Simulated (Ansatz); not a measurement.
Reaction (hydrogenolysis of the Si–O bond): `C#C[SiH](O)F` + H₂ → `C#C[SiH2]F` + H₂O

Isolated molecules relaxed with PBE0-D4/def2-TZVP in Ansatz; ΔE leaves out vibrations. CCSD(T)/CBS adds triple-zeta CCSD(T) − MP2 to the extrapolated MP2 energy (def2 sets, frozen cores). This one scheme is used for every species. Functionals use def2-TZVPP. HSE06 is defined as in plane-wave codes. Each species was taken in one conformer, which may not be the lowest.

| level | ΔE (kJ/mol) |
| --- | --- |
| B2PLYP | 96.6 |
| r2SCAN | 101.9 |
| HSE06 | 88.5 |
| CAM-B3LYP | 96.0 |
| LC-ωPBE | 91.7 |
| CCSD/def2-SVP | 82.3 |
| SCS-MP2/def2-QZVPP | 97.4 |
| MP2/CBS(def2) | 100.5 |

**Question.** What does CCSD(T)/CBS give? (Estimate.)

**Answer.** Computed: +95.2 kJ/mol. The listed levels differ from it by 1.4, 6.7, -6.7, 0.8, -3.5, -12.9, 2.2, 5.3 kJ/mol.

Largest T1 diagnostic among the species: 0.013.

The D4 term adds +5.4 kJ/mol with B3LYP and +2.9 kJ/mol with PBE0; it sums over pairs of atoms, weighted by their polarisabilities, and B3LYP, whose exchange is more repulsive, gets the larger term. At CCSD(T), def2-SVP lies −11.0 kJ/mol from the extrapolated value and def2-TZVPP +0.6 kJ/mol.

B3LYP here is the variant with VWN-RPA as its local correlation; programs differ in this.
